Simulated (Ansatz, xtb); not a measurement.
Redistribution: C2H5ClSi + SiH2(CH3)(NH2) → C2H7NSi + SiH2(CH3)Cl

Species: C2H5ClSi `C=C[SiH2]Cl`, singlet; SiH2(CH3)(NH2), singlet; C2H7NSi `C=C[SiH2]N`, singlet; SiH2(CH3)Cl ((chlorosilyl)methane), singlet. The partners trade Cl for NH2; both sit on Si, so the bond types are kept.

Shapes, held fixed at every level: PBE0-D4/def2-TZVP. Flexible molecules stand in one conformer, not always the lowest. Programs: Ansatz 0.2.0, xtb 6.7.1. The zero-point and thermal change to 298 K, harmonic and unscaled (PBE0-D4/def2-TZVP), is -0.1 kJ/mol.

**Question.** Estimate ΔH(298 K) of this reaction.

**Answer.** The highest level, CCSD(T)/CBS estimate, gives ΔH(298 K) = -3.6 kJ/mol; the levels span -5.9 to -3.5. That is about zero within the method's error. The column of differences is taken from that level and isn't an error. No measured value is set beside it here. The CBS estimate extrapolates MP2 from def2-TZVPP and def2-QZVPP and adds CCSD(T) − MP2 in the triple-zeta set, cores frozen. Times are processor times on shared x86 and Arm servers, and rough.

| level | kind | ΔH(298 K) (kJ/mol) | less CCSD(T)/CBS estimate | CPU time (sum over the molecules) |
| --- | --- | --- | --- | --- |
| GFN1-xTB | semi-empirical | -4.0 | -0.4 | 0.13 s |
| HF/def2-TZVPP | Hartree–Fock | -3.5 | +0.1 | – |
| SPW92/def2-TZVPP | LDA | -5.9 | -2.3 | 16 s |
| B3LYP-D4/def2-TZVPP | global hybrid | -4.5 | -0.9 | 52 s |
| BHLYP-D4/def2-TZVPP | global hybrid | -4.6 | -1.0 | 35 s |
| PBE0-D4/def2-TZVPP | global hybrid | -4.8 | -1.2 | 33 s |
| MP2/def2-SVP | perturbation theory | -5.0 | -1.4 | – |
| CCSD(T)/def2-SVP | coupled cluster or CI | -5.2 | -1.6 | 30 s |
| CCSD(T)/CBS estimate | coupled cluster or CI | -3.6 | 0.0 | 17 min |
